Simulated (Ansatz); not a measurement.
Start from `COB(C)O[SiH3]` and change one atom or group to get `COB(C)Br`.

Ansatz, PBE0-D4/def2-TZVP geometries, multiplicity 1. Each molecule was computed in one conformer, which needn't be the lowest.

Scalar relativity is left out up to krypton.

| property | `COB(C)O[SiH3]` |
| --- | --- |
| HOMO–LUMO gap (B3LYP/def2-TZVPP) / eV | 8.24 |
| LUMO energy (ωB97M-V/def2-TZVPP) / eV | 1.76 |
| HOMO energy (ωB97M-V/def2-TZVPP) / eV | -10.85 |
| LUMO energy (PBE/def2-TZVPP) / eV | -0.62 |
| HOMO–LUMO gap (PBE/def2-TZVPP) / eV | 6.37 |
| HOMO energy (B3LYP/def2-TZVPP) / eV | -8.25 |

Task: Give the same properties after the change, and the shifts. (Best estimate.)

Result: The calculation gave: 
| property | `COB(C)Br` | shift |
| --- | --- | --- |
| HOMO–LUMO gap (B3LYP/def2-TZVPP) / eV | 7.69 | -0.55 |
| LUMO energy (ωB97M-V/def2-TZVPP) / eV | 2.08 | 0.32 |
| HOMO energy (ωB97M-V/def2-TZVPP) / eV | -10.33 | 0.52 |
| LUMO energy (PBE/def2-TZVPP) / eV | -0.91 | -0.29 |
| HOMO–LUMO gap (PBE/def2-TZVPP) / eV | 5.88 | -0.49 |
| HOMO energy (B3LYP/def2-TZVPP) / eV | -7.82 | 0.43 |

With PBE0 the HOMO rises by 0.39 eV and the LUMO falls by 0.14 eV, so the gap narrows by about 0.53 eV. PBE moves the HOMO by 0.21 eV and ωB97M-V by 0.52 eV.

B3LYP here is the variant with VWN-RPA as its local correlation; programs differ in this.

Spin–orbit coupling is left out; it splits and shifts lone-pair levels of the heavy atoms by tenths of an eV.
